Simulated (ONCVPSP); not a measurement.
## tantalum, ONCV: configuration errors across variants

| Property | Result |
| --- | --- |
| Element | Ta |
| Generator | ONCVPSP 4.0.1 |
| Type | optimised norm-conserving Vanderbilt (ONCV) |
| Functional | Wu-Cohen |
| Relativity | scalar-relativistic |
| Frozen core | [Kr] 4d10 4f14 5s2 |
| Valence charge | 11 |
| Reference configuration | 5p6 5d3 6s1 6p1 |
| Partial waves | 6s: rc 2.85 bohr, ncon 4, nbas 8, qcut 2.3 1/bohr, 2 projectors, debl 3.3 Ha; 5p+6p: rc 1.95 bohr, ncon 5, nbas 10, qcut 7.2 1/bohr, 2 projectors; 5d: rc 2.20 bohr, ncon 4, nbas 8, qcut 8 1/bohr, 2 projectors, debl 1.6 Ha |
| Local potential | polynomial inside 1.90 bohr (lpopt 5, dvloc0 -1 Ha) |
| Core correction | Teter function, fcfact 4.5, rcfact 1.5 |

All-electron excitation energies from the reference (eV): (1) 5p6 5d3 6s2 6p0 -4.258; (2) 5p6 5d3 6s1 6p0 4.263; (3) 5p6 5d3 6s0 6p0 19.229; (4) 5p6 5d2 6s2 6p1 -1.208.

Errors AE − PS in meV (a dash: test not solved or not reliable):

```json
{"change": "base", "(1)": "-2.9", "(2)": "-3.0", "(3)": "-13", "(4)": "-28", "bound ghosts": "none", "GHOST(+) flags above zero": "s"}
{"change": "p: qcut 4.4", "(1)": "-2.9", "(2)": "-3.0", "(3)": "-13", "(4)": "-28", "bound ghosts": "none", "GHOST(+) flags above zero": "s"}
{"change": "p: qcut 5.7", "(1)": "-2.9", "(2)": "-3.0", "(3)": "-12", "(4)": "-28", "bound ghosts": "none", "GHOST(+) flags above zero": "s"}
{"change": "p: qcut 7.7", "(1)": "-2.8", "(2)": "-3.0", "(3)": "-13", "(4)": "-28", "bound ghosts": "none", "GHOST(+) flags above zero": "s"}
{"change": "p: qcut 8.6", "(1)": "-2.8", "(2)": "-2.9", "(3)": "-13", "(4)": "-28", "bound ghosts": "none", "GHOST(+) flags above zero": "s"}
{"change": "p: qcut 9.6", "(1)": "-2.7", "(2)": "-2.9", "(3)": "-13", "(4)": "-29", "bound ghosts": "none", "GHOST(+) flags above zero": "s"}
{"change": "p: qcut 10.4", "(1)": "-2.7", "(2)": "-2.8", "(3)": "-14", "(4)": "-29", "bound ghosts": "none", "GHOST(+) flags above zero": "s"}
```

Problem. Give the same row for: p: qcut 6.6.

Solution. -2.9, -3.0, -12, -28; bound ghosts: none; GHOST(+) flags above zero: s.
